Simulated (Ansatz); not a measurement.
Ansatz results at the PBE0-D4/def2-TZVP geometry: LUMO energy (ωB97M-V/def2-TZVPP) 1.19 eV; LUMO energy (B3LYP/def2-TZVPP) -0.65 eV; HOMO–LUMO gap (ωB97M-V/def2-TZVPP) 10.32 eV.

Each molecule was computed in one conformer, which needn't be the lowest.

Which molecule gave them?
A. `[SiH3][CH2][AlH][SiH2]Cl`
B. `C#CSC`
C. `[NH2][AlH][C](=O)O[SiH3]`
D. `[OH][Al]1[NH]CO[SiH2]1`

D. The others give `C#CSC`: 1.81, -0.43, 10.43; `[SiH3][CH2][AlH][SiH2]Cl`: 0.68, -1.29, 10.03; `[NH2][AlH][C](=O)O[SiH3]`: 0.29, -1.78, 10.15.

B3LYP here is the variant with VWN-RPA as its local correlation; programs differ in this.
